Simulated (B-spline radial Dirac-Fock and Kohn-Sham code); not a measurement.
The P-like isoelectronic sequence (15 electrons), Z = 23 to 35

These are calculated numbers from a B-spline atomic structure program; the model is ΔSCF Dirac-Fock with Breit, self-energy and vacuum polarisation, finite nucleus, configuration average. Binding energies in eV, tabulated ground configurations ([Ne] 3s2 3p3 throughout). Correlation energy is missing from these numbers.

```
  ion       1s   2p3/2     3s  outermost level  NIST ionisation energy
  V⁸⁺   5666.7   709.7  229.9       200.4 (3p)               206 ± 0.4
 Cr⁹⁺   6232.2   812.3  270.6       238.5 (3p)             244.5 ± 0.5
Mn¹⁰⁺   6826.0   921.7  314.5       279.7 (3p)             286.1 ± 0.5
Fe¹¹⁺   7448.1  1038.0  361.5       324.0 (3p)             330.8 ± 0.6
Co¹²⁺   8098.7  1161.1  411.7       371.4 (3p)             378.5 ± 0.7
Ni¹³⁺   8777.8  1291.1  465.0       421.9 (3p)             429.3 ± 0.8
Cu¹⁴⁺   9485.6  1427.9  521.5       475.4 (3p)             483.1 ± 0.9
Zn¹⁵⁺  10222.2  1571.6  581.1       532.1 (3p)                 540 ± 1
Ga¹⁶⁺  10987.7  1722.0  643.9       591.9 (3p)             599.8 ± 1.4
Ge¹⁷⁺  11782.2  1879.4  709.9       654.7 (3p)             662.8 ± 1.9
As¹⁸⁺  12605.9  2043.5  779.1       720.7 (3p)             728.9 ± 2.2
Se¹⁹⁺        ?       ?      ?                ?                       ?
Br²⁰⁺  14341.5  2392.4  927.2       862.0 (3p)                 870 ± 3
```

Task: Fill in the row of Se¹⁹⁺.

Result: 1s 13459.0, 2p3/2 2214.5, 3s 851.6, outermost 789.8 (3p), NIST 798 ± 3 eV.

NIST's values are for the lowest levels; a dash marks a value that is missing or belongs to another shell. Their kind here: semi-empirical. Where a p, d or f shell is open in either ion the computed value averages over both j values and all terms, while the table refers to the lowest levels; that difference holds spin-orbit splitting (largest in heavy or highly charged ions), term energies where several electrons share open shells, and correlation, and it can reach 10 % or more.
